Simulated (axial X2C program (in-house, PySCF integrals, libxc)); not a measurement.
# Nuclear properties of OAsO

Computed with an in-house all-electron X2C program for linear molecules (integrals from PySCF): two-component X2C with atomic mean-field Coulomb and Gaunt terms, Gaussian nuclei, basis O dyall-av3z, As dyall-v3z with contracted cores.

O–As–O held linear, with bonds 1.646 and 1.646 Å (near the PBE0 minimum at charge 0 of the determinant lowest at the starting distance; the state shown can have its own minimum elsewhere, held linear; other orders of the atoms were not compared).

Input and command:
```json
{"zs": [8, 33, 8], "q": 0, "bas": ["dyall-av3z", "dyall-v3z", "dyall-av3z"], "r0": [1.71, 1.71], "symm": 1, "scan": ["PBE0", "HF", "BHandHLYP"], "levels": ["PBE0", "HF", "B3LYP"], "nst": 2}
```
```bash
python solin.py task.json out
```

Keys: zs atomic numbers; q charge; bas basis sets; r0 starting distance in Å; symm equal bonds; scan levels of the two-bond scan; levels methods; nst determinants followed.

Determinant lowest in the PBE0 search, Ω = 1/2 (⟨Sz⟩ = 0.50, ⟨Lz⟩ = 0.00 at PBE0), spin on the atoms O 0.16, As 0.17, O 0.16:

```
level  A∥/gI O (MHz)  qzz O (a.u.)  A∥/gI As (MHz)  qzz As (a.u.)
 PBE0            249          0.53            2070          -3.95
   HF            291          0.64            1800          -5.68
B3LYP            250          0.53            2120          -3.76
```

Determinant 1.99 eV from it at PBE0 and this distance, Ω = 3/2 (⟨Sz⟩ = 0.50, ⟨Lz⟩ = 1.00 at PBE0), spin on the atoms O 0.02, As 0.47, O 0.02:

```
level  A∥/gI O (MHz)  qzz O (a.u.)  A∥/gI As (MHz)  qzz As (a.u.)
 PBE0           69.3          2.55             511          -1.39
   HF           95.9          2.87             956          -3.83
B3LYP           65.9          2.58             482          -1.11
```

A∥ (defined per Ω) follows by multiplying with gI = μI/(I μN); qzz is the electric field gradient, eQq0 = 234.96 MHz × Q/barn × qzz. The operators were transformed with the bare-nucleus X2C matrices; with these basis sets, hyperfine constants and field gradients can be off by tens of per cent, and where levels differ in sign neither size nor sign is settled.

(1) With gI(17O) = -0.7575, Q(17O) = -0.02558 barn, gI(75As) = 0.9597, Q(75As) = 0.311 barn (g factors from the IAEA table of nuclear moments by Stone; Q from Pyykkö, Mol. Phys. 2018), turn the PBE0 values of the first state into constants in MHz.

The molecule was held linear; bending was not examined, so a bent shape may lie lower.

Each state is one determinant with collinear spin. Unrestricted Hartree–Fock can overshoot spin polarisation at the nuclei. The search compared states at one distance, so a state with another bond length can lie lower. PBE0 term energies can be off by some tenths of an eV.

## Answers

(1) A∥(17O) = 249 × -0.7575 = -189 MHz; eQq0(17O) = 234.96 × (-0.02558) × (0.53) = -3.19 MHz; A∥(75As) = 2070 × 0.9597 = 1990 MHz; eQq0(75As) = 234.96 × (0.311) × (-3.95) = -289 MHz.
